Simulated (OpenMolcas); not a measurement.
Mn5+.

| Quantity | Value |
| --- | --- |
| Program | OpenMolcas |
| Basis | ANO-RCC-VTZP [6s5p3d2f1g] |
| Scalar Hamiltonian | DKH2, point nucleus |
| Active space | 2 electrons in 10 orbitals (3d 4d) |
| State averaging | 2S+1 = 3 even, 10 roots; 2S+1 = 1 even, 15 roots |
| Spin-orbit coupling | state interaction with AMFI integrals over the reference wave functions, term energies averaged over their components |

Two sets of levels on these reference wave functions, in cm-1 above 3d2 3F2: one from CASSCF and one from SS-CASPT2, IPEA 0.25 Eh, imaginary shift 0.1 Eh (closed shells correlated: 3s 3p).

```json
{"Level": "3d2 3F2", "Set 1": "0.0", "Set 2": "0.0"}
{"Level": "3d2 3F3", "Set 1": "760", "Set 2": "754"}
{"Level": "3d2 3F4", "Set 1": "1716", "Set 2": "1711"}
{"Level": "3d2 1D2", "Set 1": "15600", "Set 2": "18570"}
{"Level": "3d2 3P0", "Set 1": "18750", "Set 2": "21610"}
{"Level": "3d2 3P1", "Set 1": "19020", "Set 2": "21870"}
{"Level": "3d2 3P2", "Set 1": "19610", "Set 2": "22470"}
{"Level": "3d2 1G4", "Set 1": "26430", "Set 2": "28430"}
{"Level": "3d2 1S0", "Set 1": "61220", "Set 2": "67850"}
```

**Question.** Which set is which?

**Answer.** Set 1 is SS-CASPT2. Its levels of the other terms of 3d2 lie at 0.84 to 0.93 of the other set's values, as expected, since terms of lower spin or lower L gain more correlation energy than the Hund ground term. Against 7 measured levels (Corliss and Sugar, J. Phys. Chem. Ref. Data 6, 1253 (1977)) the mean absolute deviation is 590 cm-1 with it and 2500 cm-1 without; single levels miss by up to 990 cm-1 with it.

Term energies are means over components that CASPT2 splits; among the terms shown or strongly mixed into the levels shown the widest spread is 700 cm-1 (3d2 1G, SS-CASPT2). Active for correlation alone: 4d; no level in the range computed is led by a configuration that fills it, so any true level of that kind is missing. Without dynamic correlation excited terms often stand tens of per cent too high (terms of higher spin than the ground term too low), and those without a measured partner can miss by more than the paired ones (holds for CASSCF). Computed and measured levels are paired by configuration, term and J; levels that our copy of the source lacks, or whose pairing is in doubt (as where it misses far off the trend of its configuration), stay unpaired and out of the deviations. Levels of configurations outside the active space are missing.
